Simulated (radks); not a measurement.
Values are calculated unless marked as measured or tabulated.
Valence configurations of neutral molybdenum (all share [Kr]). Code: a radial shooting solver on a logarithmic mesh with Libxc functionals. Model: scalar-relativistic Kohn-Sham, BLYP, spin-unpolarised, spherical densities, point nucleus. Energies are relative to 4d5 5s1; eigenvalues in eV.

valence          E (eV)    e(4d)   e(5p)   e(5s)
4d5 5s1           0.000   -3.634       -  -4.052
4d4.5 5s1.5      -0.081   -4.502       -  -4.397
4d5 5p1           3.162   -4.907  -1.681       -
4d6               0.847   -2.267       -       -
4d3 5s1 5p2       9.637  -10.056  -2.844  -7.115
4d4 5s1 5p1       3.662   -6.756  -1.985  -5.649
4d4 5s2           0.119   -5.478       -  -4.774
4d5 5s0.5 5p0.5   1.548   -4.303  -1.380  -4.543
4d1 5s1 5p4      29.330  -17.034  -4.482  -9.855
4d4 5p2           7.436   -7.868  -2.495       -

NIST lists [Kr] 4d5 5s1 as the ground configuration; this level of theory puts 4d4.5 5s1.5 lower, by 0.081 eV. The energies are those of spherical spin-averaged densities, not of single terms.
